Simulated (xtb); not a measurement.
xtb input (GFN2-xTB):

```bash
xtb mol.xyz --gfn 2 --sp --chrg -1 --uhf 0
```
mol.xyz:
```
3

B      0.17400691    -0.05076612    -0.13535658
H     -0.03736132    -0.39695810     1.04607708
H     -0.83267324     0.65078873    -0.36929415
```

End of the output:

```
         :::::::::::::::::::::::::::::::::::::::::::::::::::::
         ::                     SUMMARY                     ::
         :::::::::::::::::::::::::::::::::::::::::::::::::::::
         :: total energy              -2.239343146509 Eh    ::
         :: gradient norm              0.043477023166 Eh/a0 ::
         :: HOMO-LUMO gap              1.823074025410 eV    ::
         ::.................................................::
         :: SCC energy                -2.251514680704 Eh    ::
         :: -> isotropic ES            0.183741175658 Eh    ::
         :: -> anisotropic ES         -0.003758409962 Eh    ::
         :: -> anisotropic XC         -0.008098894089 Eh    ::
         :: -> dispersion             -0.003188741413 Eh    ::
         :: repulsion energy           0.012171534196 Eh    ::
         :: add. restraining           0.000000000000 Eh    ::
         :: total charge              -1.000000000000 e     ::
         :::::::::::::::::::::::::::::::::::::::::::::::::::::

           -------------------------------------------------
          |                Property Printout                |
           -------------------------------------------------

    * Orbital Energies and Occupations

         #    Occupation            Energy/Eh            Energy/eV
      -------------------------------------------------------------
         1        2.0000           -0.1521975              -4.1415
         2        2.0000           -0.0994896              -2.7072
         3        2.0000            0.0700685               1.9067 (HOMO)
         4                          0.1370653               3.7297 (LUMO)
         5                          0.4865682              13.2402
         6                          0.6562846              17.8584
      -------------------------------------------------------------
                  HL-Gap            0.0669967 Eh            1.8231 eV
             Fermi-level            0.1035669 Eh            2.8182 eV

     #   Z          covCN         q      C6AA      α(0)
     1   5 B        1.785    -0.054    46.786    14.411
     2   1 H        0.892    -0.473    94.628    15.223
     3   1 H        0.892    -0.473    94.628    15.223

 Mol. C6AA /au·bohr⁶  :        685.888849
 Mol. C8AA /au·bohr⁸  :      12159.047240
 Mol. α(0) /au        :         44.857736

Wiberg/Mayer (AO) data.
largest (>0.10) Wiberg bond orders for each atom

 ---------------------------------------------------------------------------
     #   Z sym  total        # sym  WBO       # sym  WBO       # sym  WBO
 ---------------------------------------------------------------------------
     1   5 B    1.553 --     2 H    0.776     3 H    0.776
     2   1 H    0.776 --     1 B    0.776
     3   1 H    0.776 --     1 B    0.776
 ---------------------------------------------------------------------------

Topologies differ in total number of bonds
Writing topology from bond orders to xtbtopo.mol

molecular dipole:
Note: The following floating-point exceptions are signalling: IEEE_DENORMAL
normal termination of xtb
                 x           y           z       tot (Debye)
 q only:        0.759      -0.222      -0.591
   full:       -0.216       0.063       0.168       0.715
molecular quadrupole (traceless):
                xx          xy          yy          xz          yz          zz
 q only:        0.353       1.337       0.648      -0.673       1.658      -1.001
  q+dip:        0.008       1.338       0.875      -0.052       1.264      -0.883
   full:       -0.542       2.309       1.874       0.910       1.544      -1.333

           -------------------------------------------------
          | TOTAL ENERGY               -2.239343146509 Eh   |
          | GRADIENT NORM               0.043477023166 Eh/α |
          | HOMO-LUMO GAP               1.823074025410 eV   |
           -------------------------------------------------

------------------------------------------------------------------------
------------------------------------------------------------------------
 total:
 SCF:
```
